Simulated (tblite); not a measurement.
Species: C₆H₁₀FO (doublet state).
Geometry (GFN2-xTB, Å), atoms numbered from 1 in this order:
```
atom  x, y, z in Å
F1     1.685    1.351    1.342
C2     1.018    1.191    0.162
C3     1.384   -0.010   -0.614
C4     0.764   -1.300   -0.026
C5    -0.746   -1.356   -0.234
C6    -1.501   -0.175    0.388
O7    -1.350    1.027   -0.343
C8    -0.300    1.869    0.088
H9     2.471   -0.116   -0.611
H10    1.036    0.117   -1.640
H11    1.224   -2.161   -0.514
H12    0.996   -1.350    1.040
H13   -1.134   -2.277    0.207
H14   -0.967   -1.370   -1.303
H15   -1.192   -0.032    1.431
H16   -2.574   -0.390    0.369
H17   -0.527    2.306    1.075
H18   -0.297    2.683   -0.650
```

Method: GFN2-xTB as coded in tblite; computed harmonic values from a numerical Hessian at the method's own geometry, unscaled. Errors from tens to a few hundred cm⁻¹ against measured bands are possible. One conformer, not necessarily the lowest. Open shells enter through the occupations alone, without spin polarisation, and single modes of such species can be off by tens of per cent.

Harmonic wavenumbers (cm⁻¹): 64.6, 125.8, 204.4, 307.9, 317.3, 338.2, 377.0, 432.4, 510.1, 552.3, 785.7, 838.1, 866.2, 903.3, 914.4, 936.5, 967.7, 1006.9, 1062.8, 1081.9, 1106.4, 1128.7, 1182.6, 1196.3, 1218.9, 1244.2, 1270.0, 1278.3, 1310.7, 1319.0, 1335.7, 1345.2, 1348.2, 1431.9, 1442.4, 1455.5, 1468.1, 1483.9, 2840.6, 2882.8, 2899.2, 2944.1, 2968.3, 2973.5, 2978.0, 2985.9, 2991.5, 2996.8.

A = 2730, B = 2039, C = 1423 MHz; mass 117.072 u (most abundant isotopes); point group C1, symmetry number 1; spin multiplicity 2.

Task: Zero-point energy?

Result: Half the sum of the wavenumbers: 32810 cm⁻¹ = 392.49 kJ/mol.

Task: Entropy at 298.15 K, 1 bar (ideal gas, RRHO, classical rotation)?

Result: Translation 168.26, rotation 117.56, vibration 76.23, spin (R ln 2) 5.76: S = 367.8 J/(mol K).

Task: And Cp and H(298.15 K) − H(0)?

Result: Cp = 130.74 J/(mol K), of which vibrations give 97.48 (their classical limit is 48 R = 399.1); H(298.15 K) − H(0) = 22.93 kJ/mol without the zero-point energy, 13.01 from vibrations.

Task: What must be added to the electronic energy to get the Gibbs energy at 298.15 K and 1 bar?

Result: ZPE + [H(298.15 K) − H(0)] − T·S = 392.49 + 22.93 − 109.66 = 305.76 kJ/mol.

Task: Which modes carry the vibrational entropy at 298.15 K?

Result: 64.6 cm⁻¹: 18.04; 125.8 cm⁻¹: 12.59; 204.4 cm⁻¹: 8.76; 307.9 cm⁻¹: 5.75; 317.3 cm⁻¹: 5.54; 338.2 cm⁻¹: 5.11 J/(mol K); the other 42 give 20.45 together.

Task: How do the functions run with temperature in this model?

Result: 
```tsv
T (K)	S (J/(mol K))	Cp (J/(mol K))	H − H(0) (kJ/mol)	G − H(0) (kJ/mol)	ln q(vib)
150	299.7	76.0	7.80	-37.17	1.48
250	346.6	111.3	17.11	-69.53	3.09
400	412.1	172.8	38.40	-126.45	5.78
600	495.9	240.7	80.17	-217.36	9.71
900	606.9	305.4	162.96	-383.25	15.73
```

q(vib) and H(0) count from the zero-point level.

Task: Blend soft modes into free rotors: weight 1/[1 + (100 cm⁻¹/ν̃)⁴] for the oscillator and the rest for a rotor with moment μB/(μ + B), μ = h/(8π²ν), B = 10⁻⁴⁴ kg m². What vibrational entropy results?

Result: 72.21 J/(mol K) in place of 76.23, which changes −T·S at 298.15 K by +1.20 kJ/mol.

Hindered rotation and anharmonicity are outside this model. Other conformers, if any are populated, would add a mixing term that is left out. The structure is chiral; the term R ln 2 for an equal mix with its mirror image is left out.
